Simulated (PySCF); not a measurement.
C₈H₅F, SMILES c1(F)cccc(c1)C#C (GFN2-xTB optimised geometry):

```
14

C     -2.093    -2.351     0.000
C     -1.493    -1.312     0.000
C     -0.788    -0.084     0.000
C     -1.483     1.126     0.000
C     -0.793     2.323     0.000
C      0.593     2.337     0.000
C      1.266     1.128     0.000
F      2.616     1.134     0.000
C      0.606    -0.084     0.000
H     -2.616    -3.261     0.000
H     -2.562     1.115     0.000
H     -1.335     3.257     0.000
H      1.149     3.261     0.000
H      1.162    -1.009     0.000
```

Calculation: PySCF 2.14.0 with CAM-B3LYP/def2-TZVP.

### Question
What are the frontier orbital energies and the dipole moment?

### Answer
HOMO-2 -9.66 eV, HOMO-1 -8.83 eV, HOMO -8.26 eV, LUMO -0.23 eV, LUMO+1 0.65 eV; dipole moment 1.41 D.

On the same geometry PBE/def2-TZVP in PySCF gives HOMO-2 -7.00 eV, HOMO-1 -6.53 eV, HOMO -6.08 eV, LUMO -2.09 eV, LUMO+1 -1.36 eV; dipole moment 1.19 D.

Meta-Löwdin charges at CAM-B3LYP/def2-TZVP: C1 -0.21, C2 -0.03, C3 0.02, C4 -0.12, C5 -0.10, C6 -0.15, C7 0.30, F8 -0.28, C9 -0.15, H10 0.17, H11 0.13, H12 0.13, H13 0.14, H14 0.14.
